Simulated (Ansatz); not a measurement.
Basis sets compared for the cluster Ag₂H₂. Charge 0, multiplicity 1. Geometry PBE0-D4/def2-TZVP. Ansatz on 4 threads of Arm Neoverse V2 on a shared host; times are rough, and most runs start from earlier orbitals.

Cartesian coordinates in Å:
```
Ag 0.442 -1.201 1.584
Ag -0.174 0.455 -0.509
H -0.822 1.905 -0.952
H 0.555 -1.159 -0.123
```

In the def2 sets Ag takes a core potential; there is no spin–orbit coupling. The structure comes from a short search, and lower isomers may exist.

Binding counts from free atoms (Ag doublet, H doublet) in the same basis, without a counterpoise term.

| level | functions | energy (Eh) | HOMO (eV) | LUMO (eV) | binding per atom (eV) | wall time |
| --- | --- | --- | --- | --- | --- | --- |
| PBE-D4/def2-SVP | 72 | -295.1057 | -5.18 | -3.94 | 1.48 | 0.45 s |
| PBE-D4/def2-TZVP | 92 | -295.1843 | -5.23 | -3.97 | 1.48 | 0.5 s |
| r2SCAN-D4/def2-TZVP (with forces) | 92 | -295.2574 | -5.33 | -3.70 | 1.53 | 1.4 s |
| PBE0-D4/def2-SVP | 72 | -295.0673 | -6.00 | -3.12 | 1.40 | 0.45 s |
| PBE0-D4/def2-TZVP | 92 | -295.1422 | -6.04 | -3.13 | 1.41 | 0.9 s |

(1) Estimate the rows for PBE-D4/def2-TZVPD, r2SCAN-D4/def2-TZVPD, PBE0-D4/def2-TZVPD.

## Answers

(1) 
```tsv
level	functions	energy (Eh)	HOMO (eV)	LUMO (eV)	binding per atom (eV)	wall time
PBE-D4/def2-TZVPD	98	-295.1852	-5.24	-3.97	1.49	0.55 s
r2SCAN-D4/def2-TZVPD	98	-295.2581	-5.35	-3.71	1.53	1.2 s
PBE0-D4/def2-TZVPD	98	-295.1429	-6.05	-3.14	1.41	0.55 s
```
